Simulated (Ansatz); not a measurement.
Consider the redistribution: `CN(C)B(O)Br` + `FB(Cl)Br` → `CN(C)B(O)F` + `ClB(Br)Br`.

Computed with Ansatz on PBE0-D4/def2-TZVP structures; ΔE is electronic, products minus reactants. CCSD(T)/CBS is the MP2 limit (def2-TZVPP, def2-QZVPP) plus CCSD(T) − MP2 in def2-TZVPP, frozen cores. Functionals use def2-TZVPP. For Br outer-core shells are correlated without core-valence functions, which leaves a few kJ/mol of doubt a bond. Scalar relativity is left out up to krypton. Each species was taken in one conformer, which may not be the lowest.

Question: Is it downhill or uphill in electronic energy at CCSD(T)/CBS, and by how much? (Best estimate.)

Answer: Computed: Uphill: ΔE = +4.9 kcal/mol.

Question: What do these levels give: PBE-D4, PBE0-D4, ωB97M-V, B2PLYP, r2SCAN, PBE0, MP2/def2-TZVPP, SCS-MP2/def2-TZVPP, CCSD/def2-TZVPP, HF/def2-QZVPP, SCS-MP2/def2-QZVPP, CCSD/CBS(def2)? (An estimate is asked.)

Answer: The calculation gave: PBE-D4 5.0, PBE0-D4 5.0, ωB97M-V 5.7, B2PLYP 5.0, r2SCAN 5.0, PBE0 4.8, MP2/def2-TZVPP 5.1, SCS-MP2/def2-TZVPP 5.0, CCSD/def2-TZVPP 5.1, HF/def2-QZVPP 5.0, SCS-MP2/def2-QZVPP 5.0, CCSD/CBS(def2) 4.8 kcal/mol.

Largest T1 diagnostic among the species: 0.011.
